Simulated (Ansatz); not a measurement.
Reaction (ligand exchange at the In–Cl bond): `[OH][InH][Cl]` + dimethylamine → `C[N](C)[InH][OH]` + HCl

Program: Ansatz. Geometries: PBE0-D4/def2-TZVP. ΔE: electronic, gas phase. CBS: MP2 limit from def2 TZ/QZ plus the TZ coupled-cluster correction, frozen cores. This one scheme is used for every species. DFT in def2-TZVPP. Elements past krypton have def2 core potentials. For In outer-core shells are correlated without core-valence functions, which leaves a few kJ/mol of doubt a bond. One conformer a species, not always the lowest.

```json
{"level": "revPBE-D4", "ΔE (eV)": "1.17"}
{"level": "PBE0", "ΔE (eV)": "1.31"}
{"level": "CAM-B3LYP", "ΔE (eV)": "1.28"}
{"level": "HF/def2-SVP", "ΔE (eV)": "1.57"}
{"level": "CCSD(T)/def2-SVP", "ΔE (eV)": "1.16"}
{"level": "CCSD/def2-TZVPP", "ΔE (eV)": "1.17"}
{"level": "SCS-MP2/def2-QZVPP", "ΔE (eV)": "1.14"}
{"level": "CCSD/CBS(def2)", "ΔE (eV)": "1.18"}
```

**Question.** What does CCSD(T)/CBS give? (Estimate.)

**Answer.** Computed: +1.12 eV. The listed levels differ from it by 0.05, 0.19, 0.16, 0.45, 0.04, 0.05, 0.02, 0.06 eV.

**Question.** What do rigid-rotor, harmonic-oscillator terms from PBE0-D4/def2-TZVP frequencies (298.15 K, 1 bar) make of the CCSD(T)/CBS value? (Estimate.)

**Answer.** Ansatz gave: ΔZPE = -0.15 eV, ΔH = +1.01 eV, ΔS = -18 J/(mol·K), ΔG = +1.06 eV.

Largest T1 diagnostic among the species: 0.016.

Leaving LDA and LC-ωPBE aside and taking each functional with its dispersion term where it has one, the values, not all of them listed here, spread over 0.17 eV, from BLYP-D4 to BHLYP-D4. LDA lies −0.16 eV from PBE without D4. The D4 term adds −0.09 eV with B3LYP and −0.05 eV with PBE0; it sums over pairs of atoms, weighted by their polarisabilities, and B3LYP, whose exchange is more repulsive, gets the larger term.

B3LYP here is the variant with VWN-RPA as its local correlation; programs differ in this.
